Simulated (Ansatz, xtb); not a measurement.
# Two isomers of CH5BBe

Structure X: `[BeH][CH2]B`, a singlet. Structure Y: `[BeH][BH]C`, a singlet. Both are isolated molecules in the gas phase, relaxed with BLYP-D3(BJ)/def2-SVP, each in the lowest conformer that the search found.

Quicker runs give these differences E(Y) − E(X): GFN2-xTB +76.9 kJ/mol; HF/STO-3G +102.3 kJ/mol (at GFN2-xTB geometries); r2SCAN-D4/def2-SVP +101.4 kJ/mol (at GFN2-xTB geometries).

**Question.** Estimate E(Y) − E(X) at the level CCSD(T)/def2-TZVPP.

**Answer.** Calculated at CCSD(T)/def2-TZVPP: E(Y) − E(X) = +87.8 kJ/mol, so structure X lies lower.

The same difference at several levels:

```
               level              geometry  E(Y) − E(X) (kJ/mol)  departure from the last row (kJ/mol)  job, with rough time for the two
            GFN2-xTB              GFN2-xTB                   +76.9                                 −10.9              optimisation, 0.69 s
           HF/STO-3G              GFN2-xTB                  +102.3                                 +14.5              single point, 0.79 s
  r2SCAN-D4/def2-SVP              GFN2-xTB                  +101.4                                 +13.6               single point, 4.7 s
BLYP-D3(BJ)/def2-SVP  BLYP-D3(BJ)/def2-SVP                   +85.7                                  −2.1                optimisation, 66 s
       HF/def2-TZVPP  BLYP-D3(BJ)/def2-SVP                   +80.5                                  −7.3           part of the CCSD(T) run
      MP2/def2-TZVPP  BLYP-D3(BJ)/def2-SVP                   +97.1                                  +9.3           part of the CCSD(T) run
  CCSD(T)/def2-TZVPP  BLYP-D3(BJ)/def2-SVP                   +87.8                                                      single point, 93 s
```

As drawn, Y has 1 B–Be, 1 C–H in place of 1 C–Be, 1 B–H.

The levels shown agree on the order. The largest departure from CCSD(T)/def2-TZVPP is that of HF/STO-3G, 14.5 kJ/mol.

With harmonic frequencies from BLYP-D3(BJ)/def2-SVP (ideal gas, rigid rotor, one conformer each, 298.15 K, 1 atm): on the last row, ΔE + ΔZPE = +90.3, ΔH = +90.7, ΔG = +89.6 kJ/mol.

The correlated steps freeze 2 core orbitals; the last core shell of Be is correlated, in a basis made for valence electrons. Mirror images aren't counted in ΔG. Run with Ansatz 0.2.0, xtb 6.7.1; the last row on 1 thread of AMD EPYC (Zen 3) on a shared host.
